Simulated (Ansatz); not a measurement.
Ansatz results at the PBE0-D4/def2-TZVP geometry: LUMO energy (B3LYP/def2-TZVPP) -1.24 eV; size of the dipole moment (B3LYP/def2-TZVPP) 1.19 D; size of the dipole moment (ωB97M-V/def2-TZVPP) 1.19 D.

Each molecule was computed in one conformer, which needn't be the lowest.

(1) Which molecule gave them?
A. `BOCBS`
B. `CC1BOB1`
C. `[AlH2][NH]P[SiH3]`
D. `O=C[SiH](O)CF`

Results:

(1) C. The others give `CC1BOB1`: -0.93, 1.34, 1.31; `O=C[SiH](O)CF`: -2.17, 0.61, 0.60; `BOCBS`: -1.27, 2.06, 2.07.

B3LYP here is the variant with VWN-RPA as its local correlation; programs differ in this.
